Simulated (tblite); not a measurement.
Compound: C₅H₁₆SSi₂.
Numbering: `[CH3:1][Si@@H:2]([S:3][SiH3:4])[C:5]([CH3:6])([CH3:7])[CH3:8]` (hydrogens: H9, H10, H11 on C1; H12 on Si2; H13, H14, H15 on Si4; H16, H17, H18 on C6; H19, H20, H21 on C7; H22, H23, H24 on C8)

A start from a force field or distance geometry was refined with GFN2-xTB geometry optimisation, gas phase (tblite 0.8.0). Values at the start:

| coordinate | start |
| --- | --- |
| C1–Si2 | 1.860 Å |
| C1–H9 | 1.105 Å |
| Si2–S3 | 2.136 Å |
| Si2–C5 | 1.837 Å |
| Si2–H12 | 1.492 Å |
| S3–Si4 | 2.143 Å |
| Si4–H13 | 1.451 Å |
| C5–C6 | 1.517 Å |
| C6–H16 | 1.115 Å |
| C1–Si2–S3 | 107.2° |
| C1–Si2–C5 | 114.7° |
| Si2–S3–Si4 | 107.1° |
| Si2–C5–C6 | 107.8° |
| Si2–C5–C7 | 114.2° |
| S3–Si2–C5 | 115.1° |
| C6–C5–C7 | 106.7° |

**Question.** How do these coordinates change at the GFN2-xTB level?

**Answer.** 
```
coordinate  GFN2-xTB (Å or °)  change
    Si2–C5              1.915  +0.078
    C1–Si2              1.899  +0.039
    Si2–S3              2.167  +0.031
    C6–H16              1.090  -0.025
   Si2–H12              1.469  -0.023
     C1–H9              1.085  -0.020
     C5–C6              1.528  +0.011
    S3–Si4              2.137  -0.006
   Si4–H13              1.452  +0.001
 S3–Si2–C5              106.5    -8.6
 Si2–C5–C7              110.6    -3.6
Si2–S3–Si4              103.6    -3.5
  C6–C5–C7              109.2    +2.5
 C1–Si2–S3              109.8    +2.6
 Si2–C5–C6              109.5    +1.7
 C1–Si2–C5              113.0    -1.7
```

The energy falls by 66.8 kJ/mol over 298 L-BFGS steps, the largest force on an atom goes from 1.99 to 0.008 eV/Å, and the atoms move by 0.833 Å rms after alignment. The bond that changes most is Si2–C5 (SiH silicon to sp3 carbon bound to silicon), which lengthens by 0.078 Å. Bonds longer at the end by more than 0.005 Å: 6 of 23; shorter: 15. Among the dihedrals that turn most is Si2–S3–Si4–H13, from 127° to -164°. Rotational constants go from 2090, 647.2, 587.7 to 2084, 666.8, 588.6 MHz.

The run took 6.3 s of wall time on an Arm Neoverse N1 with one thread, on a shared host.

Its GFN2-xTB frequencies are all real (lowest 27 cm⁻¹). The numbers are those of one conformer.

All values are computed, not measured.
